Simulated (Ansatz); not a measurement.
Frontier orbitals of `CC[O][Sn]([CH3])([Cl])[Cl]`.

Z-matrix (Å, degrees):
```
C
C 1 1.511
H 1 1.092 2 110.8
H 1 1.093 2 110.2 3 120.2
H 1 1.094 2 111.4 3 -120.5
O 2 1.417 1 113.1 3 55.2
H 2 1.097 1 110.1 3 179.3
H 2 1.095 1 110.2 3 -62.7
Sn 6 1.941 2 123.3 1 66.9
C 9 2.110 6 110.0 2 156.5
Cl 9 2.323 6 109.6 2 -81.4
Cl 9 2.323 6 106.6 2 33.0
H 10 1.089 9 108.4 6 51.9
H 10 1.088 9 108.9 6 171.8
H 10 1.089 9 108.8 6 -67.9
```

Charge 0, multiplicity 1. Correlated methods include outer-core shells of Sn, which these sets cover unevenly. Sn takes the def2 core potential. The structure was optimised at the PBE0-D4/def2-TZVP level. It is one conformer, not always the lowest. Basis def2-TZVPP, the Gaussian-basis code of Ansatz.

| functional | HOMO (eV) | LUMO (eV) |
| --- | --- | --- |
| r2SCANh | -7.48 | -1.85 |

(1) Give HOMO and LUMO (eV) with LDA (SPW92), PBE, revPBE, BLYP, r2SCAN, B97M-V, PBE0, B3LYP, r2SCAN0, HSE06 (plane-wave form), BHLYP, CAM-B3LYP, LC-ωPBE, ωB97X-V, ωB97M-V, HF. (Estimate.)

Results:

(1) The calculation gave: 
```
             functional    HOMO   LUMO
            LDA (SPW92)   -6.73  -2.71
                    PBE   -6.56  -2.41
                 revPBE   -6.50  -2.30
                   BLYP   -6.46  -2.35
                 r2SCAN   -6.90  -2.18
                 B97M-V   -7.03  -2.13
                   PBE0   -8.12  -1.47
                  B3LYP   -7.87  -1.78
                r2SCAN0   -8.35  -1.33
HSE06 (plane-wave form)   -7.71  -1.84
                  BHLYP   -9.61  -0.47
              CAM-B3LYP   -9.57  -0.46
                LC-ωPBE  -10.91   0.81
                ωB97X-V  -10.59   0.67
                ωB97M-V  -10.50   0.52
                     HF  -11.82   2.25
```

B3LYP here is the variant with VWN-RPA as its local correlation; programs differ in this. LC-ωPBE has ω = 0.4 bohr⁻¹. Positive LUMOs are unbound and depend on the basis.
